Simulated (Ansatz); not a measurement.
`C[AsH][SiH3]` + `[OH][Sn][F]` → `C[O][Sn][F]` + `[SiH3][AsH2]` at 298.15 K and 1 bar (substitution at a C–As bond).

Calculated with Ansatz (gas phase, PBE0-D4/def2-TZVP geometries, no zero-point term in ΔE). CCSD(T)/CBS adds triple-zeta CCSD(T) − MP2 to the extrapolated MP2 energy (def2 sets, frozen cores). def2 core potentials past Kr. For As, Sn outer-core shells are correlated without core-valence functions, which leaves a few kJ/mol of doubt a bond. Scalar relativity is left out up to krypton. One conformer a species, not always the lowest.

| species | CCSD(T)/CBS energy (Eh) | H − E (kJ/mol) | S (J/(mol·K)) |
| --- | --- | --- | --- |
| `C[AsH][SiH3]` | -2566.34647 | 202.9 | 332.3 |
| `[OH][Sn][F]` | -389.66871 | 51.5 | 292.7 |
| `C[O][Sn][F]` | -428.91146 | 130.6 | 332.3 |
| `[SiH3][AsH2]` | -2527.08228 | 120.7 | 293.4 |

H − E and S are ideal-gas, rigid-rotor, harmonic terms from PBE0-D4/def2-TZVP, for one conformer and one mirror image of each species. 1 Eh = 2625.50 kJ/mol, R = 8.31446 J/(mol·K).

By hand: ΔE, ΔH, ΔS and ΔG.

ΔE = (-428.91146) + (-2527.08228) − (-2566.34647) − (-389.66871) = 0.02144 Eh = 56.3 kJ/mol. Δ(H − E) = 130.6 + 120.7 − 202.9 − 51.5 = -3.1, so ΔH = 53.2 kJ/mol. ΔS = 332.3 + 293.4 − 332.3 − 292.7 = 0.7 J/(mol·K). ΔG = 53.2 − 298.15 × (0.7)/1000 = 53.0 kJ/mol.

By hand: the equilibrium constant, and the temperature at which ΔG would vanish if ΔH and ΔS stayed fixed.

log₁₀ K = −ΔG/(RT ln 10) = -9.3. ΔG = 0 at ΔH/ΔS = 76000 K, far beyond where these terms or the molecules hold.

The number of gas molecules stays the same, so ΔS is small and ΔH decides. A doubt of 5 kJ/mol in ΔE shifts log₁₀ K by 0.9 here. Other conformers and mirror images would add mixing entropy, several J/(mol·K) or more a flexible species. These are equilibria of isolated gas molecules and say nothing of rates. Largest T1 diagnostic: 0.018 (customary marks: 0.02 for closed shells, 0.045 for open ones).
